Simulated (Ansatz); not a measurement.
Consider the formal exchange of groups at the Se–C bond: `F/C=N\C[SeH]` + `[F][AlH][F]` → `[F][Al]([F])[SeH]` + `C/N=C\F`.

Gas-phase electronic energies from Ansatz, PBE0-D4/def2-TZVP geometries. CCSD(T)/CBS adds triple-zeta CCSD(T) − MP2 to the extrapolated MP2 energy (def2 sets, frozen cores). This one scheme is used for every species. Double bonds are as drawn, so ΔE can hold a change between cis and trans. DFT in def2-TZVPP. B3LYP here is the variant with VWN-RPA as its local correlation; programs differ in this. HSE06 is defined as in plane-wave codes. For Se outer-core shells are correlated without core-valence functions, which leaves a few kJ/mol of doubt a bond. Scalar relativity is left out up to krypton. One conformer a species, not always the lowest.

`F/C=N\C[SeH]`:

Cartesian coordinates in Å:
```
F -1.312 1.298 0.247
C -1.283 0.048 0.744
N -0.497 -0.840 0.376
C 0.458 -0.575 -0.662
Se 2.169 0.086 0.035
H -2.031 -0.084 1.519
H 0.721 -1.512 -1.150
H 0.109 0.137 -1.411
H 1.666 1.440 0.303
```

`[F][AlH][F]`:

Cartesian coordinates in Å:
```
F 0.428 0.711 -1.394
Al 0.023 -0.014 0.019
F -1.556 -0.011 0.458
H 1.105 -0.686 0.917
```

`[F][Al]([F])[SeH]`:

```xyz
5

F    -1.571    1.510   -0.336
Al   -0.431    0.336   -0.352
F    -0.096   -0.433   -1.758
Se    0.660   -0.198    1.584
H     1.437   -1.216    0.861
```

`C/N=C\F`:

Z-matrix (Å, degrees):
```
C
N 1 1.443
H 1 1.093 2 114.5
H 1 1.092 2 108.4 3 122.1
H 1 1.092 2 108.4 3 -122.2
C 2 1.239 1 121.5 3 -1.3
F 6 1.349 2 125.3 1 0.0
H 6 1.086 2 124.0 1 -180.0
```

```
             level  ΔE (kJ/mol)  difference from CCSD(T)/CBS
       LDA (SPW92)       -156.1                          4.4
            PBE-D4       -156.0                          4.5
         revPBE-D4       -150.5                         10.0
           BLYP-D4       -149.4                         11.1
         r2SCAN-D4       -165.0                         -4.5
            B97M-V       -153.7                          6.8
           PBE0-D4       -162.1                         -1.6
          B3LYP-D4       -156.3                          4.2
        r2SCAN0-D4       -168.0                         -7.5
          HSE06-D4       -162.3                         -1.8
          BHLYP-D4       -163.9                         -3.4
           ωB97X-V       -156.9                          3.6
           ωB97M-V       -157.9                          2.6
            B2PLYP       -159.6                          0.9
          PBE-QIDH       -164.3                         -3.8
               PBE       -158.7                          1.8
            revPBE       -159.7                          0.8
              BLYP       -155.7                          4.8
            r2SCAN       -165.8                         -5.3
              PBE0       -164.4                         -3.9
             B3LYP       -160.7                         -0.2
           r2SCANh       -167.1                         -6.6
           r2SCAN0       -168.9                         -8.4
             HSE06       -164.4                         -3.9
             BHLYP       -165.9                         -5.4
         CAM-B3LYP       -160.0                          0.5
           LC-ωPBE       -164.3                         -3.8
RPA@PBE/def2-TZVPP       -147.5                         13.0
      MP2/def2-SVP       -163.7                         -3.2
     CCSD/def2-SVP       -165.0                         -4.5
  CCSD(T)/def2-SVP       -162.2                         -1.7
     HF/def2-TZVPP       -170.4                         -9.9
    MP2/def2-TZVPP       -156.3                          4.2
SCS-MP2/def2-TZVPP       -154.5                          6.0
   CCSD/def2-TZVPP       -159.0                          1.5
CCSD(T)/def2-TZVPP       -156.3                          4.2
     HF/def2-QZVPP       -169.8                         -9.3
    MP2/def2-QZVPP       -158.5                          2.0
SCS-MP2/def2-QZVPP       -156.8                          3.7
     MP2/CBS(def2)       -160.5                          0.0
       CCSD(T)/CBS       -160.5                            0
```

Largest T1 diagnostic among the species: 0.013.

The D4 term adds +4.4 kJ/mol with B3LYP and +2.3 kJ/mol with PBE0; it sums over pairs of atoms, weighted by their polarisabilities, and B3LYP, whose exchange is more repulsive, gets the larger term. From PBE to PBE0 (25 % exact exchange), in def2-TZVPP and without D4, ΔE moves by −5.7 kJ/mol.

CCSD(T)/CBS has its own doubt, a few kJ/mol and more with outer-core shells, so smaller differences from it don't rank the levels.
